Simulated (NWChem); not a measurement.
Everything below was run with NWChem. System: I$_{2}$Sn, charge 0, spin multiplicity 1, at a geometry optimised with PBE0/def2-SVP with def2 effective core potentials on Sn, I. The structure started from a generated list of species. Level: EOM-CCSD/def2-SVP with def2 effective core potentials on Sn, I, 12 core orbitals frozen.

Output (cleaned and shortened):

```
             Northwest Computational Chemistry Package (NWChem) 7.3.0
             --------------------------------------------------------

                                NWChem Input Module
                                -------------------

 Scaling coordinates for geometry "geometry" by  1.889725989
 (inverse scale =  0.529177249)

 Turning off AUTOSYM since
 SYMMETRY directive was detected!

                             Geometry "geometry" -> ""
                             -------------------------

 Output coordinates in angstroms (scale by  1.889725989 to convert to a.u.)

  No.       Tag          Charge          X              Y              Z
 ---- ---------------- ---------- -------------- -------------- --------------
    1 Sn                  50.0000     0.00000000     0.00000000    -1.18799700
    2 I                   53.0000    -2.11614000     0.00000000     0.56037600
    3 I                   53.0000     2.11614000     0.00000000     0.56037600

 Effective nuclear repulsion energy (a.u.)    1372.9573907043

            Nuclear Dipole moment (a.u.)
            ----------------------------
        X                 Y               Z
 ---------------- ---------------- ----------------
     0.0000000000     0.0000000000     0.0000113384

      Symmetry information
      --------------------

 Group name             C2v
 Group number             16
 Group order               4
 No. of unique centers     2

      Symmetry unique atoms

     1    2


 Summary of "ao basis" -> "" (spherical)
 ------------------------------------------------------------------------------
       Tag                 Description            Shells   Functions and Types
 ---------------- ------------------------------  ------  ---------------------
 *                          def2-svp                  on all atoms

 Summary of "ao basis" -> "ao basis" (spherical)
 ------------------------------------------------------------------------------
       Tag                 Description            Shells   Functions and Types
 ---------------- ------------------------------  ------  ---------------------
 Sn                         def2-svp                10       26   4s4p2d
 I                          def2-svp                10       26   4s4p2d

                                 NWChem SCF Module
                                 -----------------

  ao basis        = "ao basis"
  functions       =    78
  atoms           =     3
  closed shells   =    36
  open shells     =     0
  charge          =   0.00
  wavefunction    = RHF
  use symmetry    = T
  symmetry adapt  = T

 Summary of "ao basis" -> "ao basis" (spherical)
 ------------------------------------------------------------------------------
       Tag                 Description            Shells   Functions and Types
 ---------------- ------------------------------  ------  ---------------------
 Sn                         def2-svp                10       26   4s4p2d
 I                          def2-svp                10       26   4s4p2d

      Symmetry analysis of basis
      --------------------------

        a1         30
        a2         10
        b1         24
        b2         14

 Forming initial guess at       0.1s

      Superposition of Atomic Density Guess
      -------------------------------------

 Sum of atomic energies:        -943.34998276

      Non-variational initial energy
      ------------------------------

 Total energy =    -806.766729
 1-e energy   =   -1990.973029
 2-e energy   =     894.001468
 HOMO         =      -0.264268
 LUMO         =      -0.057532

      Symmetry analysis of molecular orbitals - initial
      -------------------------------------------------

  Numbering of irreducible representations:

     1 a1          2 a2          3 b1          4 b2

  Orbital symmetries:

     1 a1          2 b1          3 a1          4 a1          5 b1
     6 a1          7 b2          8 a2          9 b1         10 b1
    11 a1         12 b2         13 a1         14 b1         15 a1
    16 b2         17 a2         18 b1         19 a1         20 b2
    21 a2         22 b1         23 b1         24 a1         25 a1
    26 a2         27 b2         28 a1         29 b1         30 a1
[...]
    37b2  (alpha)    37b2  (beta ) ---    33b2  (alpha)    33b2  (beta )        0.1499655651

 =========================================
 Excited-state calculation ( a2  symmetry)
 =========================================
 Dim. of EOMCC iter. space      500

 EOMCCSD SOLVER TYPE  1
  maxdiff =   0.33098042505884440

 No. of initial right vectors    1

 EOM-CCSD right-hand side iterations
 --------------------------------------------------------------
      Residuum       Omega / hartree  Omega / eV    Cpu    Wall
 --------------------------------------------------------------

 Iteration   1 using    1 trial vectors
   0.4375322809824   0.2219509377682    6.03959     0.5     0.5

 Iteration   2 using    2 trial vectors
   0.0902748765761   0.1235948167431    3.36319     0.4     0.4

 Iteration   3 using    3 trial vectors
   0.0293268022454   0.1194703993381    3.25096     0.4     0.4

 Iteration   4 using    4 trial vectors
   0.0098583094700   0.1190638335191    3.23989     0.4     0.4

 Iteration   5 using    5 trial vectors
   0.0030500254536   0.1189189807084    3.23595     0.4     0.4

 Iteration   6 using    6 trial vectors
   0.0012479084693   0.1189095961809    3.23570     0.4     0.4

 Iteration   7 using    7 trial vectors
   0.0007172926979   0.1189128615162    3.23578     0.4     0.4

 Iteration   8 using    8 trial vectors
   0.0004362788702   0.1189150599169    3.23584     0.4     0.4

 Iteration   9 using    9 trial vectors
   0.0002643005953   0.1189142326096    3.23582     0.4     0.4

 Iteration  10 using   10 trial vectors
   0.0001039780090   0.1189132677105    3.23580     0.4     0.4

 Iteration  11 using   11 trial vectors
   0.0000383410476   0.1189133221820    3.23580     0.4     0.4

 Iteration  12 using   12 trial vectors
   0.0000210844033   0.1189132739591    3.23580     0.4     0.4

 Iteration  13 using   13 trial vectors
   0.0000167726915   0.1189132722329    3.23580     0.4     0.4

 Iteration  14 using   14 trial vectors
   0.0000076156075   0.1189133072102    3.23580     0.4     0.4
 --------------------------------------------------------------
 Iterations converged
 ------------------

 Excited state root  1
 Excitation energy / hartree =        0.118913307210164
                   / eV      =        3.235797104056762
 largest EOMCCSD amplitudes: R1 and R2

 Singles contributions
    37b2  (alpha) ---    35b1  (alpha)       -0.9120729927

 Doubles contributions

 =========================================
 Excited-state calculation ( b1  symmetry)
 =========================================
 Dim. of EOMCC iter. space      500

 EOMCCSD SOLVER TYPE  1
  maxdiff =   0.34106702319324178

 No. of initial right vectors    1

 EOM-CCSD right-hand side iterations
 --------------------------------------------------------------
      Residuum       Omega / hartree  Omega / eV    Cpu    Wall
 --------------------------------------------------------------

 Iteration   1 using    1 trial vectors
   0.4283117853463   0.2484665921722    6.76112     0.5     0.5

 Iteration   2 using    2 trial vectors
   0.1032282851824   0.1442552132935    3.92539     0.4     0.4

 Iteration   3 using    3 trial vectors
   0.0372174493358   0.1381110781542    3.75820     0.4     0.4

 Iteration   4 using    4 trial vectors
   0.0209457006919   0.1367848127396    3.72211     0.4     0.4

 Iteration   5 using    5 trial vectors
   0.0107159198591   0.1360998096357    3.70347     0.4     0.4

 Iteration   6 using    6 trial vectors
   0.0058244442975   0.1358535197085    3.69676     0.4     0.4

 Iteration   7 using    7 trial vectors
   0.0026164491368   0.1358559790521    3.69683     0.4     0.4

 Iteration   8 using    8 trial vectors
   0.0013572189016   0.1358404556807    3.69641     0.4     0.4

 Iteration   9 using    9 trial vectors
   0.0007651338580   0.1358388424689    3.69636     0.4     0.4

 Iteration  10 using   10 trial vectors
   0.0003443226050   0.1358380907013    3.69634     0.4     0.4

 Iteration  11 using   11 trial vectors
   0.0001640402885   0.1358381787544    3.69635     0.4     0.4

 Iteration  12 using   12 trial vectors
   0.0001063678481   0.1358385286881    3.69636     0.4     0.4

 Iteration  13 using   13 trial vectors
   0.0000793426207   0.1358390570046    3.69637     0.4     0.4

 Iteration  14 using   14 trial vectors
   0.0000557475195   0.1358391465520    3.69637     0.4     0.4

 Iteration  15 using   15 trial vectors
   0.0000245265301   0.1358390362187    3.69637     0.4     0.4

 Iteration  16 using   16 trial vectors
   0.0000081307514   0.1358388809274    3.69637     0.4     0.4
 --------------------------------------------------------------
 Iterations converged
 ------------------

 Excited state root  1
 Excitation energy / hartree =        0.135838880927380
                   / eV      =        3.696365594695685
 largest EOMCCSD amplitudes: R1 and R2

 Singles contributions
    38a1  (alpha) ---    35b1  (alpha)        0.1061869468
    39b1  (alpha) ---    36a1  (alpha)        0.1387938486
    37b2  (alpha) ---    34a2  (alpha)       -0.8906885401

 Doubles contributions
    37b2  (alpha)    37b2  (beta ) ---    34a2  (alpha)    33b2  (beta )        0.1394002351
    37b2  (alpha)    37b2  (beta ) ---    33b2  (alpha)    34a2  (beta )        0.1394002351

 =========================================
 Excited-state calculation ( b2  symmetry)
 =========================================
 Dim. of EOMCC iter. space      500

 EOMCCSD SOLVER TYPE  1
  maxdiff =   0.31101341531602844

 No. of initial right vectors    1

 EOM-CCSD right-hand side iterations
 --------------------------------------------------------------
      Residuum       Omega / hartree  Omega / eV    Cpu    Wall
 --------------------------------------------------------------

 Iteration   1 using    1 trial vectors
   0.4037238399993   0.1886081252312    5.13229     0.5     0.5

 Iteration   2 using    2 trial vectors
   0.0919006309561   0.1118174146952    3.04271     0.4     0.4

 Iteration   3 using    3 trial vectors
   0.0319457526162   0.1080092783278    2.93908     0.3     0.3

 Iteration   4 using    4 trial vectors
   0.0125962363672   0.1074200417445    2.92305     0.3     0.3

 Iteration   5 using    5 trial vectors
   0.0063462612045   0.1071854758080    2.91667     0.3     0.3

 Iteration   6 using    6 trial vectors
   0.0047891152075   0.1071413477980    2.91547     0.3     0.3

 Iteration   7 using    7 trial vectors
   0.0029203794350   0.1071318840732    2.91521     0.3     0.3

 Iteration   8 using    8 trial vectors
   0.0017960736834   0.1071227043413    2.91496     0.3     0.3

 Iteration   9 using    9 trial vectors
   0.0008592201885   0.1071131613632    2.91470     0.3     0.3

 Iteration  10 using   10 trial vectors
   0.0004399886477   0.1071119435692    2.91467     0.3     0.3

 Iteration  11 using   11 trial vectors
   0.0002344714432   0.1071117264581    2.91466     0.3     0.3

 Iteration  12 using   12 trial vectors
   0.0001379919046   0.1071116310068    2.91466     0.4     0.4

 Iteration  13 using   13 trial vectors
   0.0000449966172   0.1071118532634    2.91466     0.4     0.4

 Iteration  14 using   14 trial vectors
   0.0000132479881   0.1071117421649    2.91466     0.4     0.4

 Iteration  15 using   15 trial vectors
   0.0000044232098   0.1071117417449    2.91466     0.4     0.4
 --------------------------------------------------------------
 Iterations converged
 ------------------

 Excited state root  1
 Excitation energy / hartree =        0.107111741744864
                   / eV      =        2.914660031580398
 largest EOMCCSD amplitudes: R1 and R2

 Singles contributions
    37b2  (alpha) ---    36a1  (alpha)       -0.9222974062

 Doubles contributions

 Task  times  cpu:       32.0s     wall:       32.0s

 Total times  cpu:       32.1s     wall:       32.1s
```

Q: Write an NWChem input that would produce this output.

A: One answer among several that fit: 
```
start mol
memory heap 100 mb stack 700 mb global 1900 mb
geometry units angstroms nocenter noautoz
  Sn     0.000000     0.000000    -1.187997
  I     -2.116140     0.000000     0.560376
  I      2.116140     0.000000     0.560376
  symmetry group C2v
end
basis spherical
  * library def2-svp
end
ecp
  Sn library def2-ecp
  I library def2-ecp
end
scf
  rhf
  nopen 0
  maxiter 100
  thresh 1e-7
  semidirect memsize 60000000 filesize 0
end
tce
  freeze core 12
  ccsd
  nroots 1
  2eorb
  2emet 13
  thresh 1e-5
  maxiter 200
  tilesize 24
end
task tce energy
```
